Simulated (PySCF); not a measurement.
CH6OSe3Sn, singlet, at a GFN2-xTB geometry (such geometries of metal compounds can be far from the true shape) (core potentials on Sn); DF-CAMB3LYP/def2-TZVPP (PySCF).

PySCF was given this input:
```python
from pyscf import gto, scf, dft

mol = gto.M(
    atom='''
C    -2.87027895   -1.24568315    0.08813050
O    -2.13670333   -0.06283903    0.02656681
Sn   -0.11383825    0.04944269    0.00540475
Se    0.72583489   -0.31676856    2.43069694
Se    0.09563571    2.44522784   -0.86028866
Se    0.55199141   -1.87328687   -1.59582477
H    -2.50358150   -1.99684198   -0.61898123
H    -2.86642268   -1.67239984    1.09311806
H    -3.89657600   -0.99593734   -0.18632052
H     1.98261156    0.35865191    2.21999703
H    -1.32868884    2.58169176   -0.93531463
H     1.92216146   -1.44635027   -1.71989267
''',
    basis='def2-tzvpp',
    ecp={'Sn': 'def2-tzvpp'},
    verbose=4,
    max_memory=1800,
)

mf = dft.RKS(mol)
mf.xc = 'camb3lyp'
mf = mf.density_fit(auxbasis='def2-universal-jkfit')
mf.kernel()
```

What the program printed (banner, timings and long lists left out):

```
PySCF version 2.14.0

[INPUT] verbose = 4
[INPUT] num. atoms = 12
[INPUT] num. electrons = 144
[INPUT] charge = 0
[INPUT] spin (= nelec alpha-beta = 2S) = 0
[INPUT] symmetry False subgroup None
[INPUT] Mole.unit = angstrom
[INPUT] Symbol           X                Y                Z      unit          X                Y                Z       unit  Magmom
[...]
nuclear repulsion = 1303.60732430866
number of shells = 122
number of NR pGTOs = 588
number of NR cGTOs = 340
basis = def2-tzvpp
ecp = {'Sn': 'def2-tzvpp'}

******** <class 'pyscf.df.df_jk.DFRKS'> ********
method = DFRKS
initial guess = minao
damping factor = 0
level_shift factor = 0
DIIS = <class 'pyscf.scf.diis.CDIIS'>
diis_start_cycle = 1
diis_space = 8
diis_damp = 0
SCF conv_tol = 1e-09
SCF conv_tol_grad = None
SCF max_cycles = 50
direct_scf = False
XC library pyscf.dft.libxc version 7.1.2
    S. Lehtola, C. Steigemann, M. J. T. Oliveira, and M. A. L. Marques,  SoftwareX 7, 1–5 (2018)
XC functionals = camb3lyp
    T. Yanai, D. P. Tew, and N. C. Handy,  Chem. Phys. Lett. 393, 51 (2004)
radial grids:
    Treutler-Ahlrichs [JCP 102, 346 (1995); DOI:10.1063/1.469408] (M4) radial grids

becke partition: Becke, JCP 88, 2547 (1988); DOI:10.1063/1.454033
pruning grids: <function nwchem_prune>
grids dens level: 3
symmetrized grids: False
atomic radii adjust function: <function treutler_atomic_radii_adjust>
small_rho_cutoff = 0
Set gradient conv threshold to 3.16228e-05
Initial guess from minao.
tot grids = 170280
******** <class 'pyscf.df.df.DF'> ********
auxbasis = def2-universal-jkfit
Create RSH-DF object <pyscf.df.df.DF object> for omega=0.33
******** <class 'pyscf.df.df.DF'> ********
auxbasis = auxmol.basis = def2-universal-jkfit
init E= -7497.10108676413
[...]
cycle= 1 E= -7534.44989138464  delta_E= -37.3  |g|= 3.02  |ddm|= 31.4
[...]
cycle= 2 E= -7527.04080249142  delta_E= 7.41  |g|= 5.99  |ddm|= 15.5
[...]
cycle= 3 E= -7535.97084413512  delta_E= -8.93  |g|= 1.37  |ddm|= 13.9
[...]
cycle= 4 E= -7536.25531982966  delta_E= -0.284  |g|= 0.735  |ddm|= 1.33
[...]
cycle= 5 E= -7536.34482227566  delta_E= -0.0895  |g|= 0.103  |ddm|= 0.487
[...]
cycle= 6 E= -7536.34763124723  delta_E= -0.00281  |g|= 0.0396  |ddm|= 0.112
[...]
cycle= 7 E= -7536.34794723509  delta_E= -0.000316  |g|= 0.00752  |ddm|= 0.0355
[...]
cycle= 8 E= -7536.34796028241  delta_E= -1.3e-05  |g|= 0.00217  |ddm|= 0.0105
[...]
cycle= 9 E= -7536.3479623099  delta_E= -2.03e-06  |g|= 0.000671  |ddm|= 0.00421
[...]
cycle= 10 E= -7536.34796253676  delta_E= -2.27e-07  |g|= 0.000323  |ddm|= 0.00149
[...]
cycle= 11 E= -7536.3479625836  delta_E= -4.68e-08  |g|= 7.9e-05  |ddm|= 0.000722
[...]
cycle= 12 E= -7536.34796258702  delta_E= -3.42e-09  |g|= 3.29e-05  |ddm|= 0.000192
[...]
cycle= 13 E= -7536.34796258765  delta_E= -6.24e-10  |g|= 2.13e-05  |ddm|= 8.14e-05
[...]
Extra cycle  E= -7536.34796258775  delta_E= -1.06e-10  |g|= 2.57e-05  |ddm|= 5.98e-05
converged SCF energy = -7536.34796258775
```
